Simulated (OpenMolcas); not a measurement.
Ag3+ (d8) among equal point charges was computed by CASSCF with the d shell active (OpenMolcas, ANO-RCC-VDZP on the metal). Its lowest spin-free states, and all those of the highest spin:

```
2S+1  Degeneracy  E (cm-1)
   3           1       0.0
   3           1      4307
   3           2      6033
   3           2      8694
   3           1     10175
   1           2     15128
   1           1     17400
   3           1     18179
   1           2     20999
   1           2     22927
   1           1     24047
   1           1     24778
   3           2     25562
```

**Question.** Is the site octahedral, tetrahedral or cube-like, axial, or of lower symmetry?

**Answer.** The states with 2S+1 = 3 have orbital degeneracies 1, 1, 2, 2, 1, 1, 2. There are pairs but no triples, so the site is axial: not cubic, but with a proper or improper axis of order three or more. The run had Ag3+ among 6 point charges of -1.1 e arranged as a trigonal antiprism (D3d), 1.87 Å from the ion, with a polar angle of 63.0° against the regular 54.74°.

Without dynamic correlation the repulsion within the d shell is too large (B by tens of per cent), so at a given field states of lower spin stand too high. Real 4d8 and 5d8 ions are as a rule square planar and diamagnetic. This is an electrostatic model: the charges have no orbitals. No measured value stands beside these numbers.
